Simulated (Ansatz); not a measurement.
A run for Ansatz (an electronic-structure program): U-CCSD(T)/def2-TZVPP on GeN+, 2S+1 = 3, a spin state set in the input, which need not be the lowest, a point of a bond scan (R = 1.909 Å). Charge +1.

Ansatz 0.2 input:
```yaml
crystal:
  periodic: [false, false, false]
  atoms:
    - {symbol: N, position_ang: [0.00000000, 0.00000000, 0.00000000]}
    - {symbol: Ge, position_ang: [0.00000000, 0.00000000, 1.90893600]}
basis:
  gaussian:
    orbitals: def2-TZVPP
    pivot_positions_ang: [[0.00000000, 0.00000000, 0.00000000], [0.00000000, 0.00000000, 1.90893600]]
total_charge: 1
magnetization: {spin_polarized: true, initial_magnetization: 2}
correlation: {method: ccsd_t, electrons: valence}
output: {orbitals: {seedname: ./end}}
```

The log:

```
WARN ansatz: RAYON_NUM_THREADS=2 ignored (pool sized by the plan → 2); use --threads N
Functional definition: HF
integrals: 0.09 GiB planned
546 factors; integrals over basis functions are off by at most 3.5e-4 eV
mean field: 0.19 GiB planned
mean field evaluation 1: about -57934.3067 eV, gradient 4.0e1 eV
mean field evaluation 2: about -57934.3084 eV, gradient 4.0e1 eV
mean field evaluation 4: about -57943.9060 eV, gradient 6.0e0 eV
mean field evaluation 8: about -57944.8401 eV, gradient 1.3e0 eV
mean field evaluation 16: about -57945.2274 eV, gradient 7.6e-2 eV
mean field evaluation 32: about -57945.2277 eV, gradient 1.2e-6 eV
mean field evaluation 64: about -57945.2290 eV, gradient 8.2e-4 eV
mean field evaluation 96: about -57941.9553 eV, gradient 9.2e0 eV
mean field evaluation 128: about -57940.5826 eV, gradient 1.0e0 eV
mean field evaluation 160: about -57945.4728 eV, gradient 8.8e-1 eV
mean field evaluation 192: about -57943.1278 eV, gradient 5.2e0 eV
mean field evaluation 224: about -57945.1031 eV, gradient 2.5e0 eV
mean field evaluation 256: about -57944.0448 eV, gradient 8.3e-1 eV
mean field evaluation 288: about -57944.3730 eV, gradient 2.2e0 eV
mean field evaluation 320: about -57945.2277 eV, gradient 6.7e-4 eV
mean field evaluation 352: about -57942.8724 eV, gradient 1.1e-1 eV
mean field evaluation 384: about -57945.6279 eV, gradient 1.6e-3 eV
mean field evaluation 416: about -57940.9064 eV, gradient 1.8e-1 eV
mean field evaluation 448: about -57940.3498 eV, gradient 7.9e0 eV
mean field evaluation 480: about -57940.3895 eV, gradient 6.3e0 eV
mean field evaluation 512: about -57944.3472 eV, gradient 2.2e0 eV
mean field evaluation 544: about -57944.4434 eV, gradient 2.1e0 eV
mean field evaluation 576: about -57945.1062 eV, gradient 1.6e0 eV
mean field evaluation 608: about -57940.5871 eV, gradient 5.5e-1 eV
mean field evaluation 640: about -57942.0885 eV, gradient 3.0e0 eV
mean field evaluation 672: about -57939.1272 eV, gradient 3.1e-2 eV
mean field evaluation 704: about -57944.0500 eV, gradient 6.9e0 eV
mean field evaluation 736: about -57945.1575 eV, gradient 1.3e0 eV
mean field evaluation 768: about -57944.0614 eV, gradient 1.1e0 eV
mean field evaluation 800: about -57945.2277 eV, gradient 1.0e-4 eV
mean field evaluation 832: about -57939.2249 eV, gradient 1.2e1 eV
mean field evaluation 864: about -57944.0061 eV, gradient 1.3e0 eV
mean field evaluation 896: about -57945.0455 eV, gradient 1.3e0 eV
mean field evaluation 928: about -57942.8728 eV, gradient 1.6e-3 eV
mean field evaluation 960: about -57939.9058 eV, gradient 5.2e-4 eV
mean field evaluation 992: about -57940.5999 eV, gradient 2.3e-4 eV
mean field -57945.62793380 eV, -2129.4625496098 hartree, gradient 1.8e-6 eV, S^2 2.023522; 18 other end points of the search recorded, 0 dependent functions left out
determinant -57945.62793380 eV, -2129.4625496098 hartree, with singles and doubles -57954.76928728 eV, -2129.7984881540 hartree
determinant -57945.22765617 eV, -2129.4478396784 hartree, with singles and doubles -57954.17804813 eV, -2129.7767605159 hartree
determinant -57942.89079246 eV, -2129.3619615210 hartree, with singles and doubles -57951.38205113 eV, -2129.6740095215 hartree
determinant -57942.87281658 eV, -2129.3613009195 hartree, with singles and doubles -57951.27206656 eV, -2129.6699676632 hartree
determinant -57940.59985630 eV, -2129.2777711700 hartree, with singles and doubles -57949.67101917 eV, -2129.6111302565 hartree
10 core orbitals not correlated
reference -57945.62793380 eV, -2129.4625496098 hartree; 10, 8 occupied and 59, 61 virtual orbitals, 546 factors
second order -8.50409859 eV of doubles, -0.00000000 eV of singles
coupled cluster: 0.28 GiB planned
cycle   1  -9.08468022 eV  change   -5.8e-1 eV  update   2.1e-2
cycle   2  -9.10467659 eV  change   -2.0e-2 eV  update   5.2e-3
cycle   3  -9.10562236 eV  change   -9.5e-4 eV  update   2.3e-3
cycle   4  -9.10746204 eV  change   -1.8e-3 eV  update   1.0e-3
cycle   5  -9.10767767 eV  change   -2.2e-4 eV  update   4.6e-4
cycle   6  -9.10796095 eV  change   -2.8e-4 eV  update   1.9e-4
cycle   7  -9.10802881 eV  change   -6.8e-5 eV  update   7.3e-5
cycle   8  -9.10801538 eV  change    1.3e-5 eV  update   2.7e-5
cycle   9  -9.10801088 eV  change    4.5e-6 eV  update   1.0e-5
perturbative correction -0.35046017 eV, -0.0128791737 hartree
Total energy: -57955.08640485 eV, -2129.8101420097 hartree
```

The calculation finished and met its thresholds.

Cost: very roughly 50 core-seconds.
